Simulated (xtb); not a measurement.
A run for xtb: GFN2-xTB on BBr2HO (SMILES OB(Br)Br), a point of a torsion scan.

```
$ xtb mol.xyz --gfn 2 --sp --chrg 0 --uhf 0
5

O     -0.83981427    -0.61599674     0.30144281
B      0.27339735     0.07940562     0.15633291
Br     0.51161801     1.36450800    -1.22766487
Br     1.66341165    -0.23616673     1.38480996
H     -1.59967070    -0.52315982    -0.27521924
```

The head of its log:

```
[...]
           -------------------------------------------------
          |                Calculation Setup                |
           -------------------------------------------------



           -------------------------------------------------
          |                 G F N 2 - x T B                 |
           -------------------------------------------------

        Reference                      10.1021/acs.jctc.8b01176
      * Hamiltonian:
        H0-scaling (s, p, d)           1.850000    2.230000    2.230000
        zeta-weighting                 0.500000
      * Dispersion:
        s8                             2.700000
        a1                             0.520000
        a2                             5.000000
        s9                             5.000000
      * Repulsion:
        kExp                           1.500000    1.000000
        rExp                           1.000000
      * Coulomb:
        alpha                          2.000000
        third order                    shell-resolved
        anisotropic                    true
        a3                             3.000000
        a5                             4.000000
        cn-shift                       1.200000
        cn-exp                         4.000000
        max-rad                        5.000000


          ...................................................
          :                      SETUP                      :
          :.................................................:
          :  # basis functions                  29          :
          :  # atomic orbitals                  27          :
          :  # shells                           11          :
          :  # electrons                        24          :
          :  max. iterations                   250          :
          :  Hamiltonian                  GFN2-xTB          :
          :  restarted?                      false          :
          :  GBSA solvation                  false          :
          :  PC potential                    false          :
          :  electronic temp.          300.0000000     K    :
          :  accuracy                    1.0000000          :
          :  -> integral cutoff          0.2500000E+02      :
          :  -> integral neglect         0.1000000E-07      :
          :  -> SCF convergence          0.1000000E-05 Eh   :
          :  -> wf. convergence          0.1000000E-03 e    :
          :  Broyden damping             0.4000000          :
          :  net charge                          0          :
          :  unpaired electrons                  0          :
          ...................................................

 iter      E             dE          RMSdq      gap      omega  full diag
   1    -13.8435063 -0.138435E+02  0.974E+00    7.56       0.0  T
   2    -14.0218761 -0.178370E+00  0.900E+00    3.52       1.0  T
```

**Question.** Give the final energy of this run.

**Answer.** -14.0876 hartree.
